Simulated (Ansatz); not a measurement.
Z-matrix (Å, degrees):
```
C
Sn 1 2.102
H 1 1.088 2 108.4
H 1 1.088 2 108.5 3 120.0
H 1 1.089 2 108.5 3 -120.0
F 2 1.898 1 114.2 3 179.3
F 2 1.898 1 114.3 3 -60.7
F 2 1.898 1 114.2 3 59.4
```

Total charge 0; spin multiplicity 1. Sn takes the def2 core potential.

(1) List the PBE0/def2-TZVPP orbital energies in eV (Ansatz). (Best estimate.)

Answers

(1) The calculation gave: Occupied: -673.33, -673.33, -673.33, -279.79, -141.58, -96.26, -96.26, -96.18, -32.80, -32.80, -32.42, -29.97, -29.97, -29.93, -29.16, -29.16, -20.94, -15.15, -13.13, -13.13, -12.39, -12.39, -12.17, -11.50, -11.50, -11.29, -11.29, -11.23, -10.20. Lowest empty: -1.82, 0.30, 0.30, 0.76, 2.14, 2.14, 2.70, 3.83.
